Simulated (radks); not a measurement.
Values are calculated unless marked as measured or tabulated.
Valence configurations of neutral molybdenum (all share [Kr]). Level of theory: scalar-relativistic Kohn-Sham, PBE, spin-unpolarised, spherical densities, point nucleus (a radial shooting solver on a logarithmic mesh with Libxc functionals). Energies are relative to 4d5 5s1; eigenvalues in eV.

valence          E (eV)   e(4d)   e(5p)   e(5s)
4d4.5 5s1.5      -0.039  -4.653       -  -4.468
4d5 5s1           0.000  -3.753       -  -4.087
4d4 5s2           0.198  -5.652       -  -4.879
4d5.5 5s0.5       0.280  -2.967       -  -3.744
4d6               0.763  -2.308       -       -
4d5 5s0.5 5p0.5   1.544  -4.421  -1.420  -4.564
4d4.5 5s1 5p0.5   1.603  -5.318  -1.593  -4.931
4d5 5p1           3.141  -5.031  -1.744       -
4d4 5s1 5p1       3.740  -6.920  -2.091  -5.729
4d4 5s0.5 5p1.5   5.580  -7.493  -2.376  -6.098

NIST lists [Kr] 4d5 5s1 as the ground configuration; this level of theory puts 4d4.5 5s1.5 lower, by 0.039 eV. The energies are those of spherical spin-averaged densities, not of single terms.
